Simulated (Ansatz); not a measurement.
Reaction (silylene formation by 1,1-elimination): `F[SiH](F)C[SiH3]` → `FC[SiH3]` + `F[SiH]`

Gas-phase electronic energies from Ansatz, PBE0-D4/def2-TZVP geometries. CCSD(T)/CBS adds triple-zeta CCSD(T) − MP2 to the extrapolated MP2 energy (def2 sets, frozen cores). This one scheme is used for every species. DFT in def2-TZVPP. B3LYP here is the variant with VWN-RPA as its local correlation; programs differ in this. One conformer a species, not always the lowest.

```json
{"level": "PBE-D4", "ΔE (eV)": "4.84"}
{"level": "PBE0-D4", "ΔE (eV)": "5.07"}
{"level": "B3LYP-D4", "ΔE (eV)": "4.88"}
{"level": "ωB97X-V", "ΔE (eV)": "5.05"}
{"level": "ωB97M-V", "ΔE (eV)": "4.96"}
{"level": "r2SCAN", "ΔE (eV)": "5.22"}
{"level": "PBE0", "ΔE (eV)": "4.98"}
{"level": "CCSD/CBS(def2)", "ΔE (eV)": "5.09"}
```

What does CCSD(T)/CBS give? (An estimate is asked.)

The calculation gave: +5.11 eV. The listed levels differ from it by -0.27, -0.04, -0.23, -0.06, -0.15, 0.11, -0.13, -0.02 eV.

Largest T1 diagnostic among the species: 0.015.

From PBE to PBE0 (25 % exact exchange), in def2-TZVPP and without D4, ΔE moves by +0.25 eV. The D4 term adds +0.17 eV with B3LYP and +0.09 eV with PBE0; it sums over pairs of atoms, weighted by their polarisabilities, and B3LYP, whose exchange is more repulsive, gets the larger term. In def2-TZVPP, CCSD(T) changes the Hartree–Fock value by +0.10 eV (the triples alone add +0.02 eV) and MP2 by +0.40 eV.

CCSD(T)/CBS has its own doubt, a few kJ/mol and more with outer-core shells, so smaller differences from it don't rank the levels.
